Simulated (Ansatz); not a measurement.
A single point on CHFOSSi.

```yaml
crystal:
  periodic: [false, false, false]
  atoms:
    - {symbol: O, position_ang: [0.456753, -2.303189, 0.241717]}
    - {symbol: C, position_ang: [0.416952, -1.181156, 0.191220]}
    - {symbol: S, position_ang: [-1.930671, 0.172123, -0.621595]}
    - {symbol: Si, position_ang: [-0.135782, 0.724602, -0.052094]}
    - {symbol: F, position_ang: [1.005415, 1.201625, -1.053087]}
    - {symbol: H, position_ang: [0.229332, 1.321995, 1.247637]}
basis:
  gaussian: {orbitals: def2-TZVPP}
hamiltonian: {xc: pbe}
correlation: {method: rpa}
```

```sh
$ ansatz run in.yaml --threads 2 --pin off --events-out ev --progress --plain --max-ram 4352MiB
```

It prints (some lines left out):

```
Functional definition: PBE
1178 factors; integrals over basis functions are off by at most 7.6e-4 eV
mean field evaluation 1: about -24516.2449 eV, gradient 5.0e1 eV
mean field evaluation 2: about -24516.2373 eV, gradient 5.0e1 eV
mean field evaluation 4: about -24518.9661 eV, gradient 2.5e1 eV
mean field evaluation 8: about -24520.3888 eV, gradient 7.4e-1 eV
mean field evaluation 16: about -24520.3901 eV, gradient 1.3e-4 eV
mean field -24520.39011093 eV, -901.1077160594 hartree, gradient 2.6e-6 eV, S^2 0.000000; 2 other end points of the search recorded, 0 dependent functions left out
13 core orbitals not correlated: weight in the atoms' cores, before any rotation towards them, 1.000 or more for the frozen orbitals, at most 0.000 for the correlated occupied ones
reference -24472.05439425 eV, -899.3314112344 hartree; 14, 14 occupied and 164, 164 virtual orbitals, 1178 factors
Total energy: -24510.51117750 eV, -900.7446719520 hartree
```

It took 7 s on 2 threads of an Arm Neoverse V1 on a shared host, with 0.36 GiB of host memory at the peak.
